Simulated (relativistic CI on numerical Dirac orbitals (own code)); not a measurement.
## Energy levels of O7+

Computed by Dirac equation for one electron, model QED (radiative potential, 1s self-energy scaled to tabulated hydrogen-like ionisation energies) (own radial code, finite nucleus).

Configuration list: 1s, 2s, 2p, 3s, 3p, 3d, 4s, 4p, 4d, 4f, 5s, 5p, 5d, 5f, 5g, 6s, 6p, 6d. Levels of other configurations are missing.

The lowest level is 1s ²S1/2, with 100 % of that term; Hund's rules for 1s give ²S with J = 1/2, in agreement.

```
No.  Configuration  Term    J   E (Ry)    %  Landé g  Lifetime (s)
  1             1s    ²S  1/2   0.0000  100    2.000              
  2             2p   ²P°  1/2  48.0309  100    0.665      3.89e-13
  3             2s    ²S  1/2  48.0316  100    2.002              
  4             2p   ²P°  3/2  48.0446  100    1.334      3.90e-13
  5             3p   ²P°  1/2  56.9305  100    0.666      1.29e-12
  6             3s    ²S  1/2  56.9307  100    2.002      3.84e-11
  7             3d    ²D  3/2  56.9345  100    0.799      3.77e-12
  8             3p   ²P°  3/2  56.9346  100    1.334      1.29e-12
  9             3d    ²D  5/2  56.9359  100    1.200      3.77e-12
 10             4p   ²P°  1/2  60.0448  100    0.666      3.00e-12
 11             4s    ²S  1/2  60.0449  100    2.002      5.50e-11
 12             4d    ²D  3/2  60.0465  100    0.799      8.80e-12
 13             4p   ²P°  3/2  60.0465  100    1.334      3.00e-12
 14             4f   ²F°  5/2  60.0471  100    0.857      1.77e-11
 15             4d    ²D  5/2  60.0471  100    1.200      8.82e-12
 16             4f   ²F°  7/2  60.0474  100    1.143      1.77e-11
 17             5p   ²P°  1/2  61.4860  100    0.666      5.81e-12
 18             5s    ²S  1/2  61.4861  100    2.002      8.55e-11
 19             5d    ²D  3/2  61.4869  100    0.799      1.70e-11
 20             5p   ²P°  3/2  61.4869  100    1.334      5.80e-12
 21             5f   ²F°  5/2  61.4872  100    0.857      3.42e-11
 22             5d    ²D  5/2  61.4872  100    1.200      1.70e-11
 23             5g    ²G  7/2  61.4874  100    0.889      5.73e-11
 24             5f   ²F°  7/2  61.4874  100    1.143      3.42e-11
 25             5g    ²G  9/2  61.4874  100    1.111      5.74e-11
 26             6p   ²P°  1/2  62.2688  100    0.666      9.96e-12
 27             6s    ²S  1/2  62.2689  100    2.002      1.30e-10
 28             6d    ²D  3/2  62.2693  100    0.799      2.90e-11
 29             6p   ²P°  3/2  62.2693  100    1.334      9.96e-12
 30             6d    ²D  5/2  62.2695  100    1.200      2.90e-11
```

Energies count from the lowest computed level; ° marks odd parity; lifetimes are radiative, by E1, M1, E2, M2 decay to levels of this space only; some are left blank where a channel outside the calculation adds to the decay or the decay crosses a small, uncertain gap.
